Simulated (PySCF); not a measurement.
Compound: C6H13FSi.
SMILES: `FC[C@H]1CCC[SiH2]C1`

The closed-shell ground state was solved at several levels (PySCF, density fitting, gas phase, non-relativistic). Geometry: PBE0-D3(BJ)/def2-SVP, one conformer, isolated molecule.

```csv
level,basis functions,HOMO (eV),LUMO (eV),gap (eV),dipole (D)
PBE0/pcSseg-1,208,-7.93,1.16,9.09,1.41
B3LYP/pcSseg-1,208,-7.73,0.88,8.61,1.40
```

Question: What might B3LYP/def2-SVPD (271 basis functions) give for the same quantities?

Answer: HOMO -7.73 eV, LUMO 0.30 eV, gap 8.03 eV, dipole 1.45 D.

Question: Over all these levels, which gives the widest orbital gap and which the narrowest?

Answer: PBE0/pcSseg-1 (global hybrid, 25 % exact exchange) has the widest, 9.09 eV, and B3LYP/def2-SVPD (global hybrid, 20 % exact exchange) the narrowest, 8.03 eV. Functional and basis both differ between the two, so the spread mixes both effects.

Question: How far do the dipole and the HOMO energy spread over the levels?

Answer: The dipole runs from 1.40 to 1.45 D (mean 1.42 D) and the HOMO from -7.93 to -7.73 eV.
